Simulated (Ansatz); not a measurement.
C3H3, charge -1, singlet, geometry from GFN2-xTB (a gas-phase anion, which may not be bound at this level). Base run: BLYP/STO-3G run with Ansatz (a first-principles code).

Here is a job for Ansatz.
Ansatz 0.2 input:
```yaml
crystal:
  periodic: [false, false, false]
  atoms:
    - {symbol: C, position_ang: [0.12759886, 0.00235050, 0.97980862]}
    - {symbol: C, position_ang: [0.04914638, -0.65013550, -0.42875685]}
    - {symbol: C, position_ang: [0.03020025, 0.65085982, -0.42941053]}
    - {symbol: H, position_ang: [-1.00514422, -0.01391574, 1.43690629]}
    - {symbol: H, position_ang: [-0.09632726, -1.50864710, -1.08261999]}
    - {symbol: H, position_ang: [-0.14020148, 1.50411391, -1.08413373]}
basis:
  gaussian:
    orbitals: STO-3G
hamiltonian:
  xc: blyp
total_charge: -1
```

The base run was repeated with changes; each row names its change, and settings that it needs were set with it.

```
change                                                            ΔE vs base (mEh)
----------------------------------------------------------------  ----------------
base                                                                         0.000
forces = on                                                                  0.000
point_charge = charge:1.0 position_ang:-4.9236, -0.5058, -0.5546           -99.723
point_charge = charge:-1.0 position_ang:4.5116, 0.1282, 0.9351               119.9
final_grid = 10, 20, 41                                                      0.000
accuracy = high                                                              0.001
lower_state_search = off                                                     0.000
final_grid = 4, 8, 17                                                        0.115
final_grid = 14, 28, 59                                                      0.000
fitting.mean_field = cc-pVTZ-JKFIT                                          -0.149
final_grid = 6, 12, 29                                                      -0.003
```

A gas-phase anion may not be bound at this level; its values then depend on the basis.
